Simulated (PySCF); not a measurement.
## Excitation energy of Bi⁺ by level of theory

Bi⁺ [Xe] 4f14 5d10 6s2 6p2 (3P) → Bi⁺ [Xe] 4f14 5d10 6s2 6p1 7s1 (3P), as a difference of total energies. Calculation: PySCF 2.14, in x2c-TZVPPall with one added diffuse shell each of s, p, d, f type (12s8p7d4f, 99 functions); scalar relativity by spin-free X2C-1e. Correlated levels: valence and next inner shell: [Kr] 4d10 4f14 frozen. The calculations carry no spin-orbit coupling.

```tsv
method	excitation energy (cm⁻¹)
UHF	61123
MP2 (valence and next inner shell)	61335
SCS-MP2 (valence and next inner shell)	60976
CCSD (valence and next inner shell)	61297
CCSD(T) (valence and next inner shell)	61247
```

Spin-orbit coupling is strong in these open shells (close to jj coupling). The scalar numbers leave it out and a first-order estimate fails, so it can dominate the gap to the real levels.

The promoted electron is Rydberg-like, and one or two diffuse shells describe it only roughly, which tends to raise the upper state.
